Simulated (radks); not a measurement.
All-electron atom: the europium ion Eu14+ in [Kr] 4d10 4f2 5s1. Calculated with a radial shooting solver on a logarithmic mesh with Libxc functionals: non-relativistic Kohn-Sham, LB94 model potential, spin-polarised, spherical densities, point nucleus; open shells are filled with parallel spins first (spin-orbit coupling, left out, can overturn this in heavy ions); relativity is left out, which matters for an element this heavy. Some entries of the table are withheld. Estimate them.

| orbital | occ. | eigenvalue (hartree) | <1/r> (bohr^-1) |
|---|---|---|---|
| 1s up | 1 | -1690.839 | 62.50 |
| 1s down | 1 | -1690.829 | 62.50 |
| 2s up | 1 | -278.0361 | 14.51 |
| 2s down | 1 | -278.0331 | 14.51 |
| 2p up | 3 | -265.0408 | 14.56 |
| 2p down | 3 | -265.0383 | 14.56 |
| 3s up | 1 | -70.03868 | 5.460 |
| 3s down | 1 | -70.03645 | 5.461 |
| 3p up | 3 | -64.22350 | 5.405 |
| 3p down | 3 | -64.22178 | 5.406 |
| 3d up | 5 | -53.34745 | 5.305 |
| 3d down | 5 | -53.34657 | 5.306 |
| 4s up | 1 | -22.10550 | 2.372 |
| 4s down | 1 | -22.03786 | 2.367 |
| 4p up | 3 | -19.82307 | 2.292 |
| 4p down | 3 | -19.75937 | 2.287 |
| 4d up | 5 | -15.74264 | 2.126 |
| 4d down | 5 | -15.68727 | 2.119 |
| 4f up | 2 | -10.69093 | 1.832 |
| 4f down | 0 | -10.65082 | 1.823 |
| 5s down | 0 | (1) | 1.172 |
| 5s up | 1 | (2) | 1.172 |

Answer. 
(1) 5s down eigenvalue (hartree): -10.16215
(2) 5s up eigenvalue (hartree): -10.12197
